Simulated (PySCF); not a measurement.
Ge(I)(OH) (GeHIO), SMILES [Ge]([I])[OH] (connectivity only; charge and spin as stated), neutral, multiplicity 1.

Coordinates come from a PBE0-D3(BJ)/def2-TZVP optimisation. The def2 effective core potentials stand for the cores of I; spin–orbit coupling is left out. One conformer was computed; it need not be the lowest.

Method: r2SCAN/def2-TZVPD in PySCF.

Gas-phase values at a fixed geometry.

Computed frontier levels, gap, dipole moment and polarisability:
```json
{
  "highest_occupied_level": "-6.48 eV",
  "lowest_empty_level": "-3.23 eV",
  "orbital_gap": "3.24 eV",
  "dipole_moment": "2.85 D",
  "quadrupole, principal values (traceless, Buckingham form, about the centre of nuclear charge)": "-7.03, -1.83, 8.87 D·Å",
  "mean_static_polarisability": "76.8 bohr³ (11.39 Å³)",
  "polarisability_principal_values": "57.4, 66.0, 107.2 bohr³"
}
```
